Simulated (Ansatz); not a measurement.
Molecule: sum formula SiN₂H₅Br₂, net charge 1, singlet state. It need not be the lowest isomer of its formula. 
Geometry from a B3LYP-D3(BJ)/def2-TZVP (Ansatz, an electronic-structure program) optimisation:
SMILES: Br[Si](N)(Br)[NH3+]
```xyz
10

Si    -0.1612    -0.5583     0.0262
Br    -0.0943     0.4995    -1.8734
Br     0.0741     0.6247     1.8364
N      1.5078    -1.4849    -0.0183
N     -1.3442    -1.7324     0.1195
H      1.5573    -2.1108    -0.8256
H      1.6321    -2.0553     0.8215
H     -1.8742    -2.0275    -0.6880
H     -1.7981    -1.9709     0.9896
H      2.3013    -0.8426    -0.0760
```
Charge +1, spin multiplicity 1.

Basis-set convergence of Hartree-Fock and MP2 correlation energies (hartree) with Ansatz. Correlated levels leave the core frozen unless marked. Spin-orbit coupling is left out. The frozen core is the preceding noble-gas configuration, with the filled d and f shells of earlier blocks. Non-relativistic.

| basis | functions | E(HF) | E(corr, MP2) |
|---|---|---|---|
| def2-SVP | 135 | -5544.70603 | -0.67444 |
| def2-TZVPP | 270 | (withheld) | (withheld) |

### Question
Some entries are withheld; supply them.

### Answer

- def2-TZVPP, E(HF): -5545.58436
- def2-TZVPP, E(corr, MP2): -0.86361
